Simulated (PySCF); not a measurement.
**Worked example: oscillator strength and radiative lifetime**

Cd(Et)(OSiH3) (C2H8CdOSi), SMILES C[CH2][Cd][O][SiH3].

Coordinates come from a PBE-D3(BJ)/def2-SVP optimisation. The def2 effective core potentials stand for the cores of Cd; spin–orbit coupling is left out. The values are those of a single conformer.

TDDFT-CAM-B3LYP/def2-SVPD in PySCF puts the first singlet state with f over 0.02 at 6.00 eV (vertical), with the transition dipole (-0.447, -0.613, 0.726) in atomic units.

Question: Find the oscillator strength, the wavelength and the radiative lifetime that this transition would have in vacuum if emission retraced absorption.

Answer: 
|μ|² = 1.1027 au, so |μ| = 2.67 D. ΔE = 6.00/27.211 = 0.2205 hartree. f = (2/3) ΔE |μ|² = 0.162 (the program prints 0.162).
λ = 1239.84/6.00 = 207 nm; ν = 48393 cm⁻¹.
Einstein's coefficient A = 0.6670 ν² f s⁻¹ (ν in cm⁻¹) = 2.5e8 s⁻¹, so τ = 1/A = 3.9 ns. This state is S2; the lower singlet has f = 0.005. The figure is the radiative limit of this one transition; relaxation, internal conversion, crossing to triplets and a medium change what is measured.
